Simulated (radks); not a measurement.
Species: the thulium ion Tm6+. Configuration: [Kr] 4d10 4f11 5s2 5p4 (the NIST ground configuration).

All-electron calculation, Dirac Kohn-Sham, PBE, spin-unpolarised, spherical densities, point nucleus; open shells are shared between the two j in proportion to 2j + 1. Program: a radial shooting solver on a logarithmic mesh with Libxc functionals.

Energy parts (eV):
| part | energy |
|---|---|
| total | -369321.47 |
| kinetic | 409077.09 |
| electron-nucleus | -909848.81 |
| Hartree | 139169.08 |
| exchange-correlation | -7718.84 |

Orbitals (lengths in bohr, moments of r in powers of bohr; <r^-3> diverges for s and p1/2; r(max) is where P^2 peaks):
\begin{tabular}{lrrrr}
orbital & occ. & eigenvalue (eV) & <r^-3> & r(max) \\ \hline
1s1/2 & 2 & -59311.91 & - & 0.01261 \\
2s1/2 & 2 & -10077.88 & - & 0.07206 \\
2p1/2 & 2 & -9609.103 & - & 0.05403 \\
2p3/2 & 4 & -8628.866 & 12820 & 0.06035 \\
3s1/2 & 2 & -2337.265 & - & 0.2035 \\
3p1/2 & 2 & -2131.207 & - & 0.1912 \\
3p3/2 & 4 & -1924.231 & 2813 & 0.2043 \\
3d3/2 & 4 & -1573.098 & 480.2 & 0.1611 \\
3d5/2 & 6 & -1527.877 & 418.0 & 0.1648 \\
4s1/2 & 2 & -534.4153 & - & 0.4645 \\
4p1/2 & 2 & -451.4926 & - & 0.4662 \\
4p3/2 & 4 & -404.5102 & 639.3 & 0.4940 \\
4d3/2 & 4 & -268.0278 & 94.18 & 0.4953 \\
4d5/2 & 6 & -259.4190 & 80.54 & 0.5042 \\
5s1/2 & 2 & -134.7034 & - & 1.060 \\
5p1/2 & 1.33333 & -109.8217 & - & 1.135 \\
5p3/2 & 2.66667 & -102.2217 & 103.7 & 1.204 \\
4f5/2 & 4.71429 & -92.9094 & 13.40 & 0.4855 \\
4f7/2 & 6.28571 & -91.5278 & 12.87 & 0.4903 \\
5d3/2 & 0 & -66.9691 & 10.99 & 1.446 \\
5d5/2 & 0 & -65.9723 & 9.471 & 1.470 \\
6s1/2 & 0 & -55.5764 & - & 2.302 \\
\end{tabular}

The highest occupied level is 4f7/2 at -91.528 eV. The density falls to 0.001 e/bohr^3 at r = 2.73 bohr. For comparison, the ionisation energy in NIST's Atomic Spectra Database is 116 eV (theoretical). In exact Kohn-Sham theory the highest level is minus the ionisation energy, but local and semilocal functionals leave it too shallow, through self-interaction and a potential that decays too fast; potentials with the right tail come closer. Summed over all electrons, <r^2> = 24.37 bohr^2, which gives a Langevin (diamagnetic) susceptibility term of -19.3 x 10^-6 cm^3/mol.

Beside tabulated values, note that spin-unpolarised runs miss the spin-polarisation part of the exchange energy of open shells.
